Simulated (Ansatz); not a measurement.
Molecule: C2H10P2Si (charge 0, singlet). 
Coordinates optimised at B3LYP-D3(BJ)/def2-TZVP (Ansatz, a quantum-chemistry and plane-wave program):
```xyz
15

C     -0.8976     0.7815     1.7488
Si    -0.2188     0.3046     0.0640
C     -0.7337     1.5593    -1.2354
P     -0.9283    -1.8021    -0.3996
P      2.0495     0.3333     0.1900
H     -1.9898     0.7991     1.7340
H     -0.5834     0.0729     2.5169
H     -0.5474     1.7747     2.0378
H     -0.3362     1.2959    -2.2168
H     -0.3706     2.5568    -0.9767
H     -1.8221     1.6016    -1.3143
H     -0.4553    -1.7781    -1.7372
H     -2.2477    -1.4146    -0.7618
H      2.2439    -0.3189    -1.0556
H      2.1429    -0.8667     0.9414
```

Total electronic energies in hartree. Correlated levels leave the core frozen unless marked. Spin-orbit coupling is left out. Non-relativistic. CBS(X,Y): correlation extrapolated as X^-3; Hartree-Fock from the larger set.

| level | program | energy (Eh) |
|---|---|---|
| HF/cc-pVTZ | Ansatz | -1052.07239 |
| r2SCAN-D4/def2-TZVPD | Ansatz + dftd4 | [?] |
| B3LYP-D3(BJ)/def2-TZVPD | Ansatz + dftd3 | -1054.61957 |
| HSE06-D4/def2-TZVPD | Ansatz + dftd4 | -1054.02896 |
| B2PLYP/def2-TZVPD | Ansatz | -1054.05981 |
| MP2/6-31G | Ansatz | -1052.13437 |
| SCS-MP2/cc-pV(Q+d)Z | Ansatz | -1052.97155 |
| CCSD(T)/6-31G | Ansatz | -1052.21090 |
| CCSD(T)/CBS(cc-pV(T+d)Z,cc-pV(Q+d)Z) | Ansatz | -1053.0958 |

Question: Complete the blanks.

Answer: 
- r2SCAN-D4/def2-TZVPD, energy (Eh): -1054.39827
